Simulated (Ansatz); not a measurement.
Question: Name a neutral molecule of C, Ga, Te and H with HOMO–LUMO gap (B3LYP/def2-TZVPP) between 4.90 and 5.20 eV and HOMO energy (B3LYP/def2-TZVPP) between -6.40 and -6.10 eV (Ansatz, PBE0-D4/def2-TZVP geometry).

Answer: `[CH3][Ga]([CH3])[TeH]` (5.14 eV, -6.25 eV). Other molecules can fit too; these were computed, each in one conformer that needn't be the lowest.

B3LYP here is the variant with VWN-RPA as its local correlation; programs differ in this.
